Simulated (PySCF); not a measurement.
Input file for PySCF: R-HF/STO-3G on CH3ITe (SMILES C[Te]I), a point of a torsion scan.

```python
from pyscf import gto, scf, dft, mp
from pyscf.data.elements import chemcore

mol = gto.M(
    atom='''
    C    -0.74791883   -0.01427221    0.04121647
    Te    0.98157747    1.26705224   -0.16484034
    I     1.73067256    1.15043919    2.40517060
    H    -0.84752221   -0.34388429    1.06603401
    H    -1.63599078    0.53269798   -0.24730112
    H    -0.63463737   -0.87627171   -0.60315457
    ''',
    basis='sto-3g',
    charge=0, spin=0, verbose=3, max_memory=1800)
mf = scf.RHF(mol)
mf.conv_tol = 1e-8
mf.max_cycle = 100
mf.kernel()
if not mf.converged:
    mf = mf.newton().run(mf.mo_coeff, mf.mo_occ)
```

It printed:

```
converged SCF energy = -13437.0123336762
```

Self-consistency was reached.

Cost: very roughly 1.1 core-seconds.
